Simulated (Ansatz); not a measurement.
CH$_{6}$N$_{2}$SeSi (`N=C(N)[Se][SiH3]`). The species carries charge 0 and has multiplicity 1. All single points use the PBE0-D4/def2-TZVP geometry. It is one conformer, not always the lowest.

```xyz
11

N    -0.562   -0.322   -1.566
C     0.392   -0.664   -0.814
N     0.935   -1.910   -0.846
Se    1.359    0.478    0.460
Si   -0.512    1.472    1.290
H    -0.778    0.666   -1.520
H     1.394   -2.255   -0.023
H     0.449   -2.580   -1.422
H    -1.232    2.223    0.228
H    -0.018    2.419    2.319
H    -1.427    0.473    1.893
```

What is the dipole moment at PBE/def2-TZVPP? (Best estimate.)

The calculation gave: 1.59 D, with components (0.25, -1.01, 1.21) D in this frame, pointing from negative to positive charge.

And with r2SCAN, B3LYP, ωB97M-V? (An estimate is asked.)

Computed: r2SCAN 1.63 D, B3LYP 1.66 D, ωB97M-V 1.71 D.

Give the Mulliken charges with PBE, B3LYP, r2SCAN in def2-TZVPP. (Estimate.)

Computed: 
```
atom    PBE  B3LYP  r2SCAN
  N1  -0.27  -0.29   -0.36
  C2   0.08   0.12    0.20
  N3  -0.24  -0.25   -0.29
 Se4  -0.13  -0.13   -0.16
 Si5   0.15   0.22    0.24
  H6   0.16   0.15    0.17
  H7   0.17   0.16    0.18
  H8   0.18   0.17    0.18
  H9  -0.04  -0.06   -0.07
 H10  -0.04  -0.05   -0.06
 H11  -0.03  -0.04   -0.05
```

B3LYP here is the variant with VWN-RPA as its local correlation; programs differ in this.
